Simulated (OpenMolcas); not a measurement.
Mn4+: moving or changing the point charges

Mn4+ among 6 point charges of -2 e arranged as an octahedron (Oh), 1.81 Å from the ion.

| Quantity | Value |
| --- | --- |
| Program | OpenMolcas 26.06 |
| Method | CASSCF |
| Basis | ANO-RCC-VDZP [5s4p2d1f] |
| Scalar Hamiltonian | DKH2, point nucleus |
| Active space | 3 electrons in 5 orbitals (3d) |
| State averaging | 2S+1 = 4 even, 10 roots; 2S+1 = 2 even, 40 roots |
| Spin-orbit coupling | RASSI with atomic mean-field integrals over the reference wave functions |

Runs around this geometry, states (labels of O, the rotations of Oh). Energies in cm-1 above the lowest state or level, χT in cm3 K/mol; 10Dq and B are least-squares fits to the states below 45000 cm-1, weighted by degeneracy, with a free offset, and given where the rms deviation is under 5 % of |10Dq| (or 100 cm-1) and under 700 cm-1.

```
R (Å)  q (e)  Ground state  First state of that spin  10Dq  B (rms of fit)  First gap with spin-orbit (degeneracies)  χT at 300 K  First state of another spin
 1.81   -1.6           4A2                  4T2 3301  3462       1330 (78)                               3200 (4, 2)        1.454                     2E 22374
  1.7     -2           4A2                  4T2 5543                                                     5416 (4, 2)        1.614                     2E 22777
 1.81     -2           4A2                  4T2 4099                                                     3986 (4, 2)        1.528                     2E 22561
    2     -2           4A2                  4T2 2525  2636       1331 (60)                               2445 (4, 2)        1.346                     2E 22142
```

Taking the first state of the same spin as R^-n, n = -ln(2525 / 5543) / ln(2 / 1.7) = 4.8 between the shortest and longest distance.

Scaling the charges by -1.6 / -2 = 0.80 scales the first state of the same spin by 3301 / 4099 = 0.81; with fixed orbitals a first-order splitting would follow the charge.

Without dynamic correlation the repulsion within the d shell is too large (B by tens of per cent), so at a given field states of lower spin stand too high. This field is weak: 10Dq is about 3462 cm-1, while octahedral complexes of 3d ions of charge 3 and more, computed by the same method with explicit ligands, had a median near 15000 cm-1. Ground spin and moment need not be those of a real site (figures for R = 1.81, q = -1.6; the like holds for R = 1.7, q = -2, R = 1.81, q = -2, R = 2, q = -2). The ground term spreads over less than 5000 cm-1, several times less than with real ligands, so orbital moments are less quenched and χT lies further from the spin-only value than at real sites (holds for R = 2, q = -2). This is an electrostatic model: the charges have no orbitals. No measured value stands beside these numbers.
